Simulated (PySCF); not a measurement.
F2H4O3Si2, SMILES O[Si](O)([SiH](F)F)O.

Geometry optimised at PBE0-D3(BJ)/def2-SVP. This is a generated structure with no PubChem entry under its InChIKey; it may be hypothetical. The values are those of a single conformer.

Two levels are set side by side: TDA-PBE/def2-SVPD (PySCF) and TDA-B3LYP/def2-SVPD (PySCF). Vertical, same geometry. The lowest singlet is HOMO→LUMO 95 % with PBE and HOMO→LUMO 96 % with the other functional; states are paired by order. Differences are taken from unrounded values.

```json
[
 {"quantity": "lowest singlet excitation (eV)", "TDA-B3LYP": "6.59", "TDA-PBE": "6.05", "TDA-PBE minus TDA-B3LYP": "-0.54"},
 {"quantity": "lowest triplet excitation (TDA) (eV)", "TDA-B3LYP": "5.79", "TDA-PBE": "5.30", "TDA-PBE minus TDA-B3LYP": "-0.48"},
 {"quantity": "first bright state (f over 0.05) (eV)", "TDA-B3LYP": "6.86", "TDA-PBE": "6.25", "TDA-PBE minus TDA-B3LYP": "-0.61"},
 {"quantity": "its oscillator strength", "TDA-B3LYP": "0.10", "TDA-PBE": "0.08", "TDA-PBE minus TDA-B3LYP": "-0.02"}
]
```

Functionals without exact exchange tend to place singlet excitations lower, as here. Differences between two approximate levels are no errors against the true value.

Rough cost on one machine, each run with all the roots and properties that it gave: TDA-B3LYP against TDA-PBE about 3 times.
